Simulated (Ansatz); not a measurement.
SnHMe2(OiPr) (C₅H₁₄OSn). The state is a singlet with charge 0. Geometry PBE-D4/def2-SVP, basis def2-TZVP, Ansatz.

```xyz
21

C     0.0942   -3.0133   -1.1405
C    -1.5337   -0.0086   -2.2501
C     0.7186    0.8563    1.1914
C     0.7142    0.7857    2.7190
C    -0.0131    2.1023    0.6771
O     0.1241   -0.3432    0.7196
Sn    0.1897   -0.8574   -1.2414
H     1.6983   -0.2437   -1.8635
H    -0.0816   -3.4407   -2.1465
H    -0.7395   -3.2990   -0.4708
H     1.0409   -3.4128   -0.7309
H    -1.4572    1.0948   -2.2793
H    -2.4486   -0.2944   -1.6961
H    -1.5976   -0.3990   -3.2849
H     1.7870    0.9262    0.8537
H    -0.3297    0.7293    3.0917
H     1.2037    1.6739    3.1685
H     1.2468   -0.1238    3.0600
H     0.0390    2.1710   -0.4305
H    -1.0839    2.0621    0.9670
H     0.4283    3.0346    1.0865
```

| run | HOMO (eV) | LUMO (eV) |
| --- | --- | --- |
| A | -7.05 | 0.26 |
| B | -5.86 | -0.32 |
| C | -7.26 | 0.51 |
| D | -5.57 | -0.67 |
| E | -9.76 | 2.22 |

In the def2 sets Sn takes a core potential; there is no spin–orbit coupling. LC-ωPBE has ω = 0.4 bohr⁻¹. Another isomer (singlet) lies 0.14 eV lower at PBE0-D4/def2-TZVP; other spin states weren't run for this one.

Question: The runs used LC-ωPBE, PBE, PBE0, r2SCAN, r2SCAN0. Estimate which is which.

Answer: A PBE0 (25 % exact exchange); B r2SCAN (0 % exact exchange); C r2SCAN0 (25 % exact exchange); D PBE (0 % exact exchange); E LC-ωPBE (range-separated). Exact exchange lowers occupied and raises empty levels; among semilocal functionals meta-GGAs tend to open the gap a little, and such runs are hard to tell apart. The gap grows from 4.90 eV (PBE) to 11.98 eV (LC-ωPBE).
